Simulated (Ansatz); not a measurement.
Z-matrix (Å, degrees):
```
Si
As 1 2.354
O 1 1.651 2 105.3
H 1 1.491 2 108.2 3 119.5
H 1 1.490 2 113.5 3 -121.1
H 2 1.525 1 90.2 3 176.4
H 2 1.522 1 92.4 3 84.3
H 3 0.958 1 117.7 2 -173.8
```

Total charge 0; spin multiplicity 1.

Problem. List the CAM-B3LYP/def2-TZVPP orbital energies in eV (Ansatz). (Best estimate.)

Solution. Ansatz gave: Occupied: -11589.71, -1801.64, -1466.46, -1311.07, -1311.06, -1311.03, -522.67, -191.91, -146.10, -139.14, -139.10, -139.00, -101.46, -101.43, -101.40, -46.36, -46.34, -46.27, -46.24, -46.20, -29.74, -19.58, -17.14, -14.81, -12.54, -12.00, -11.57, -10.50, -9.96, -8.67. Lowest empty: 0.84, 1.46, 1.74, 1.78, 2.80, 3.26, 3.55, 4.98.
